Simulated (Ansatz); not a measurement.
Species: GeH$_{2}$Cl, charge 0, doublet. GeH2Cl (SMILES [Cl][GeH2], doublet).
B3LYP-D3(BJ)/def2-TZVP minimum from Ansatz (a quantum-chemistry and plane-wave program):
```xyz
4

Ge     0.5929    -0.3892     0.0262
Cl    -1.1760     0.8801    -0.0570
H      0.4925    -1.1946     1.3483
H      0.5271    -1.3145    -1.2172
```
Charge 0, spin multiplicity 2.

Total energies in def2-TZVPP, 13 correlated electrons, 19 frozen orbitals. UHF or UKS for unpaired electrons; spin-orbit terms are left out. Cores are frozen in correlated methods (noble-gas shells, and filled d and f shells in the p block). No relativity.

```csv
method,program,energy (Eh),minus CCSDT(Q) (mEh)
HF,Ansatz,-2536.05270,337.61
MP2,Ansatz,-2536.34277,47.55
CCSD,Ansatz,-2536.37623,14.08
CCSD(T),Ansatz,-2536.38869,1.62
CCSDT(Q),Ansatz,-2536.39031,0.00
```

Rough core times of Ansatz's runs on a shared machine: CCSD(T) under 20 s, CCSDT(Q) 30 min.
